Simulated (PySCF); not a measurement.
SMILES CC(C)/C=C\[SeH] at its GFN2-xTB optimised geometry (Å):

```
16

C      1.3909    -0.6748     0.0000
C     -0.1404    -0.6748     0.0000
C     -0.6822    -1.4296     1.2129
C     -0.6429     0.7357     0.0000
C     -1.0845     1.4393    -1.0328
Se    -1.2435     0.9318    -2.8566
H      1.7684    -0.1759     0.8899
H      1.7699    -1.6943    -0.0122
H      1.7699    -0.1511    -0.8751
H     -0.4884    -1.1840    -0.9086
H     -0.3411    -2.4622     1.1992
H     -1.7699    -1.4246     1.2096
H     -0.3370    -0.9656     2.1345
H     -0.6150     1.2288     0.9639
H     -1.4171     2.4622    -0.9107
H     -0.6848    -0.3933    -2.7247
```

Calculation: PBE/def2-TZVP run with PySCF. Cells within 0.4 Å of a nucleus heavier than hydrogen are left out (blank, or x).

Map of the HOMO−1 amplitude (bohr^(-3/2)) on the plane z = 0.0 Å; orbital energy -7.30 eV, overall sign arbitrary:

```
|55555555666666666666655555555|
|55555555666666666666665555555|
|55555555566666666666666555555|
|55555555566666666666666655555|
|55555555556666666666666665555|
|55555555556666666666666666555|
|55555555556666666666666666655|
|55555555555667766666666666665|
|55555554445677776666666666666|
|55555554434578877666666666666|
|55555544333489987666666666666|
|55555544321xxx987666666666666|
|55555544321xxx976666666666666|
|55555554432247765556666666666|
|55555555444456544345666666666|
|5555555555567xx211x6776666666|
|5555555555679xx000xx877666666|
|5555555556679xx221xx877666666|
|55555555566788644457876666666|
|55555555566677655567876666666|
|55555555566666655567776666666|
|55555555556666666666666666666|
|55555555555666666666666666666|
|55555555555555666666666666666|
|55555555555555566666666666666|
|55555555555555556666666666666|
|55555555555555556666666666665|
|55555555555555555666666666655|
|55555555555555555566666666555|
```
Scale: ten equal steps from -0.131 (start of '0') to 0.088 (end of '9'), in the order '0123456789'; x runs from -4.50 to 4.50, y from -4.50 (bottom) to 4.50 (top).
